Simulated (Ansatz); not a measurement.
The cluster Sn2O. Total charge 0; singlet. Geometry PBE-D4/def2-TZVP, that of the neutral singlet.

```xyz
3

Sn   -1.070    0.225   -1.051
Sn    1.504   -0.060    0.191
O    -0.434   -0.165    0.860
```

In the def2 sets Sn takes a core potential; there is no spin–orbit coupling. At r2SCAN-D4/def2-TZVP, PBE0-D4/def2-TZVP the unrestricted singlet has broken spin symmetry (⟨S²⟩ up to 0.44). The structure comes from a short search, and lower isomers may exist.

(1) Estimate the orbital energies around the gap (eV) in Ansatz with PBE-D4/def2-TZVP, r2SCAN-D4/def2-TZVP, PBE0-D4/def2-TZVP.

Results:

(1) 
```tsv
orbital	PBE-D4/def2-TZVP	r2SCAN-D4/def2-TZVP	PBE0-D4/def2-TZVP
HOMO−5	-11.06	-11.46	-12.52
HOMO−4	-10.48	-10.79	-11.84
HOMO−3	-7.34	-7.57	-8.59
HOMO−2	-6.91	-7.16	-8.13
HOMO−1	-6.79	-7.04	-7.87
HOMO	-4.06	-4.38	-4.85
LUMO	-3.46	-3.27	-2.73
LUMO+1	-2.81	-2.73	-2.08
LUMO+2	-1.53	-1.41	-0.97
LUMO+3	-1.45	-1.18	-0.74
LUMO+4	0.21	0.88	0.87
LUMO+5	2.11	2.92	2.66
β HOMO	-4.06	-4.38	-4.85
β LUMO	-3.46	-3.27	-2.73
```
